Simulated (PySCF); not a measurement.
**Molecular orbitals of BeS⁺**

UHF at R = 1.852 Å; basis Be aug-pcseg-1, S aug-pcseg-1; no relativity; PySCF 2.14. State: ²Π (doublet), unpaired electrons π ↑. Only the outer orbitals are listed, counted within each symmetry.

```json
{"spin": "α", "orbital": "5σ", "occ.": "1", "ε (eV)": "-32.32", "on Be (%)": "3", "main shells (%)": "95 S s"}
{"spin": "α", "orbital": "6σ", "occ.": "1", "ε (eV)": "-19.39", "on Be (%)": "20", "main shells (%)": "72 S p, 13 Be s"}
{"spin": "α", "orbital": "2π", "occ.": "1", "ε (eV)": "-18.71", "on Be (%)": "4", "main shells (%)": "95 S p"}
{"spin": "α", "orbital": "2π", "occ.": "1", "ε (eV)": "-17.01", "on Be (%)": "7", "main shells (%)": "92 S p"}
{"spin": "α", "orbital": "7σ", "occ.": "0", "ε (eV)": "-7.65", "on Be (%)": "104", "main shells (%)": "71 Be s, 32 Be p"}
{"spin": "α", "orbital": "3π", "occ.": "0", "ε (eV)": "-4.53", "on Be (%)": "102", "main shells (%)": "102 Be p"}
{"spin": "α", "orbital": "3π", "occ.": "0", "ε (eV)": "-4.21", "on Be (%)": "102", "main shells (%)": "102 Be p"}
{"spin": "β", "orbital": "5σ", "occ.": "1", "ε (eV)": "-29.58", "on Be (%)": "7", "main shells (%)": "90 S s"}
{"spin": "β", "orbital": "6σ", "occ.": "1", "ε (eV)": "-18.82", "on Be (%)": "22", "main shells (%)": "69 S p, 16 Be s, 8 S s"}
{"spin": "β", "orbital": "2π", "occ.": "1", "ε (eV)": "-16.29", "on Be (%)": "9", "main shells (%)": "89 S p, 9 Be p"}
{"spin": "β", "orbital": "7σ", "occ.": "0", "ε (eV)": "-7.61", "on Be (%)": "102", "main shells (%)": "67 Be s, 35 Be p"}
{"spin": "β", "orbital": "2π", "occ.": "0", "ε (eV)": "-6.81", "on Be (%)": "41", "main shells (%)": "57 S p, 41 Be p"}
{"spin": "β", "orbital": "3π", "occ.": "0", "ε (eV)": "-4.21", "on Be (%)": "99", "main shells (%)": "99 Be p"}
```

Problem. Which are the highest filled and the lowest empty level, where do they sit, and how wide is the gap?

Solution. Highest filled β 2π at -16.29 eV (in %: 89 S p, 9 Be p); lowest empty α 7σ at -7.65 eV (in %: 71 Be s, 32 Be p); the gap at UHF is 8.64 eV.

| Property | Result |
| --- | --- |
| bond order (Mayer) | 1.10 |
| ⟨S²⟩ | 0.760 |
| charge on Be (Mulliken, basis-dependent) | 1.29 |
| charge on Be (Löwdin, basis-dependent) | 0.96 |
| dipole moment (positive dipole points towards S; it is taken about the centre of mass and depends on that origin) | -8.25 D |
| polarisability along the bond | 34.3 bohr³ |
| polarisability across the bond | 23.6 bohr³ |

Shares are Mulliken populations and can fall outside 0 to 100 %.

The state was picked by a PBE0 search and need not be the measured ground state.
